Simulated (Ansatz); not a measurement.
A structure relaxed at PBE-D4/def2-SVPD in Ansatz, charge -1, doublet:

Cartesian coordinates in Å:
```
Ti 0.286 -0.895 0.183
Ti 0.819 1.895 0.285
O -1.353 -1.719 0.447
O -0.315 -2.673 0.023
O -0.417 2.922 -0.073
O 0.980 0.469 -0.866
```

(1) Give its formula.

(2) Summarise the bond lengths by kind (pairs closer than 1.2 times the sum of covalent radii, bridged metal pairs left out).

Answers

(1) the cluster Ti₂O₄⁻.

(2) 5 × O–Ti 1.65 to 1.88 Å; 1 × O–O 1.47 Å.

The structure holds 1 bond(s) between oxygen atoms. The charge -1 doublet is spin-contaminated (final ⟨S²⟩ up to 0.90, 0.75 for a pure state). The highest occupied level of the charge -1 doublet lies above zero (up to 0.25 eV). The electron is either unbound and held by the finite basis, or the level is raised by self-interaction error. Another isomer (doublet) lies 5.21 eV lower at PBE0-D4/def2-TZVPD; other spin states weren't run for this one.
